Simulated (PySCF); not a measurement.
## What each rung costs, and what it gives

Saddle point of BH$_{3}$SF$_{2}$, closed shell (BHSF₂ ([F][B]([F])[SH]) + H₂ → BHF₂ ([F][BH][F]) + H₂S; bonds formed: B1–H6, S2–H5; bonds broken: B1–S2, H5–H6), PBE0-D4/def2-TZVP structure:

B1  (-0.603, -0.215, -0.032)
S2  (1.185, 0.355, -0.886)
F3  (-1.189, -1.126, -0.819)
F4  (-1.293, 0.846, 0.407)
H5  (0.732, -0.488, 0.450)
H6  (-0.086, -0.850, 1.031)
H7  (1.255, 1.478, -0.151)
(Å)

Barriers are electronic and count from the start structure reached by relaxing down the imaginary mode.

Computed with PySCF 2.14 with density fitting (its default auxiliary sets; JK sets also for MP2 and CCSD(T)) (basis: as named in each row); correlated methods freeze the cores. B3LYP uses VWN-RPA correlation. Extrapolation: Hartree–Fock as exp(−7.88 √X), correlation as X^−2.97.

Times are rough, for one single point on 4 threads of a shared host (Intel Xeon 6975P-C).

The estimate by CCSD(T) at an estimated basis limit (MP2 extrapolated from triple and quadruple zeta, plus CCSD(T) − MP2 in triple zeta) is 41.52 kcal/mol.

```csv
method,basis,time (s),barrier (kcal/mol),method less estimate
HF,STO-3G,under 1,87.39,45.87
B3LYP-D4,6-31G,2,45.67,4.16
MP2,def2-QZVPP,2,41.22,-0.29
PBE-D4,def2-SVP,3,29.75,-11.77
PBE0-D4,def2-SVP,3,32.91,-8.60
SPW92,def2-TZVPP,3,23.50,-18.02
CCSD(T),def2-SVP,5,42.24,0.73
B3LYP-D4,def2-TZVPP,5,40.08,-1.44
PBE0-D4,def2-TZVPP,5,35.38,-6.14
BHLYP-D4,def2-TZVPP,5,44.11,2.59
PBE-D4,def2-TZVPP,5,32.28,-9.23
r2SCAN-D4,def2-TZVPP,11,35.44,-6.08
wB97M-V,def2-TZVPP,90,40.55,-0.96
CCSD(T),def2-TZVPP,100,42.10,0.59
```

All methods are single points on the PBE0-D4 structures.

No T1 diagnostic of these runs exceeds 0.013.

Labels in which every atom is bracketed show which atoms are joined, not bond orders.
